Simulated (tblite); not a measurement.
Compound: C4H6BF2 (doublet state).
Numbering: `[CH3:1]/[C:2]([BH:3][F:4])=[CH:5]/[CH:6][F:7]` (hydrogens: H8, H9, H10 on C1; H11 on B3; H12 on C5; H13 on C6)
Bond orders are those of one Lewis drawing.

Computed with GFN2-xTB (tblite), gas phase: L-BFGS steps from a force-field or distance-geometry start until the largest atomic force falls under 0.01 eV/Å.

Step 27: E = -606.5830 eV
```
atom  x, y, z in Å  |  force x, y, z in eV/Å
C1     -1.5558   -0.7844    0.1534   -0.012  -0.148  -0.148
C2     -0.3112    0.0498   -0.0108   -0.359   0.065   0.386
B3     -0.4971    1.5768   -0.0152   -0.115   0.158  -0.257
F4     -1.5431    2.0774   -0.6801    0.150  -0.126   0.320
C5      0.9027   -0.6566   -0.0712   -0.259   0.052   0.012
C6      2.1211   -0.0673   -0.1130   -0.164  -0.181  -0.043
F7      3.2685   -0.7549   -0.1237   -0.103  -0.099  -0.063
H8     -1.7836   -1.2510   -0.8037   -0.113  -0.110  -0.110
H9     -1.4009   -1.5897    0.8759    0.088   0.064  -0.067
H10    -2.4425   -0.2264    0.4659    0.344   0.135  -0.123
H11     0.1726    2.3668    0.5418    0.069  -0.020  -0.104
H12     0.8054   -1.7321   -0.1179    0.314  -0.118   0.146
H13     2.2596    0.9922   -0.1194    0.159   0.326   0.051
```

Step 28: E = -606.6046 eV
```
atom  x, y, z in Å  |  force x, y, z in eV/Å
C1     -1.5555   -0.7864    0.1366   -0.025  -0.128  -0.097
C2     -0.3135    0.0525   -0.0211   -0.421  -0.040   0.281
B3     -0.4930    1.5746   -0.0202   -0.221   0.352  -0.199
F4     -1.5843    2.0911   -0.6092    0.378  -0.218   0.378
C5      0.8996   -0.6540   -0.0647   -0.143  -0.027   0.005
C6      2.1191   -0.0725   -0.1190   -0.153   0.255  -0.019
F7      3.2661   -0.7602   -0.0784   -0.176   0.038  -0.100
H8     -1.7820   -1.2579   -0.8227   -0.101  -0.028   0.011
H9     -1.3911   -1.5908    0.8621    0.014   0.125  -0.126
H10    -2.4363   -0.2160    0.4532    0.372  -0.004  -0.170
H11     0.2214    2.3478    0.5134   -0.038  -0.031  -0.186
H12     0.8193   -1.7284   -0.0827    0.201  -0.238   0.158
H13     2.2258    1.0008   -0.1652    0.313  -0.058   0.063
```

Problem. Estimate the geometry and energy of step 29. (The exact step hangs on the optimiser's Hessian estimate; all steps are aligned on step 28, rigid shifts and turns removed.)

Solution. E = -606.6050 eV, largest force 1.136 eV/Å
```
atom  x, y, z in Å  |  force x, y, z in eV/Å
C1     -1.5582   -0.7956    0.1197   -0.012  -0.018   0.039
C2     -0.3254    0.0566   -0.0138   -0.319  -0.216   0.003
B3     -0.4974    1.5759   -0.0411    0.319  -0.108   0.261
F4     -1.5764    2.1010   -0.5786   -0.487   0.138  -0.143
C5      0.8914   -0.6369   -0.0454   -0.039  -0.236   0.005
C6      2.1154   -0.0751   -0.1213   -0.935   0.644   0.052
F7      3.2307   -0.7642   -0.1146    0.767  -0.525  -0.054
H8     -1.7933   -1.2787   -0.8394   -0.034   0.144   0.225
H9     -1.3713   -1.5915    0.8540   -0.156   0.174  -0.203
H10    -2.4150   -0.1902    0.4454    0.264  -0.285  -0.215
H11     0.2189    2.3234    0.4958    0.256   0.228  -0.044
H12     0.8565   -1.7102   -0.0406   -0.048  -0.404   0.104
H13     2.2197    0.9862   -0.1379    0.423   0.464  -0.029
```

The energy changes by -0.0004 eV. The first-order estimate −F·Δx gives -0.0647 eV and the mean of the old and new forces, exact on a quadratic surface, 0.0000 eV. The step makes an angle of 62° with the force vector and moves no atom by more than 0.059 Å.

What follows is the cost of the whole relaxation. The run took 0.43 s on Arm Neoverse V1, one thread, no GPU (shared host).
